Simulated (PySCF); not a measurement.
PBE on B⁻ (boron, charge -1), [He] 2s2 2p2, high-spin 3P determinant. Calculation: PySCF 2.14, in def2-QZVPPD (8s4p4d2f1g, 63 functions); the non-relativistic Hamiltonian (point nucleus).

```
cycle= 1 E= -24.6267883553788  delta_E= -0.00494  |g|= 0.0113  |ddm|= 0.135
cycle= 2 E= -24.6266960876773  delta_E= 9.23e-05  |g|= 0.0128  |ddm|= 0.0546
cycle= 3 E= -24.6268969269683  delta_E= -0.000201  |g|= 0.00261  |ddm|= 0.0365
cycle= 4 E= -24.6269048919086  delta_E= -7.96e-06  |g|= 0.000174  |ddm|= 0.00566
cycle= 5 E= -24.6269049277796  delta_E= -3.59e-08  |g|= 8.93e-06  |ddm|= 0.000337
cycle= 6 E= -24.6269049279083  delta_E= -1.29e-10  |g|= 1.89e-06  |ddm|= 3.93e-05
converged SCF energy = -24.6269049279083  <S^2> = 2.0035806  2S+1 = 3.0023861
```

Highest occupied orbital energy: 2.529 eV; ⟨L²⟩ = 2.01; populations by l: s 4.00, p 2.00, d 0.00, f 0.00.

Question: Can this result be used?

Answer: With care. The calculation finished and met its thresholds. At PBE the highest occupied level has a positive energy, so only the finite basis holds that electron; in a semilocal or global hybrid functional this comes from self-interaction and does not mean that the real anion is unbound.
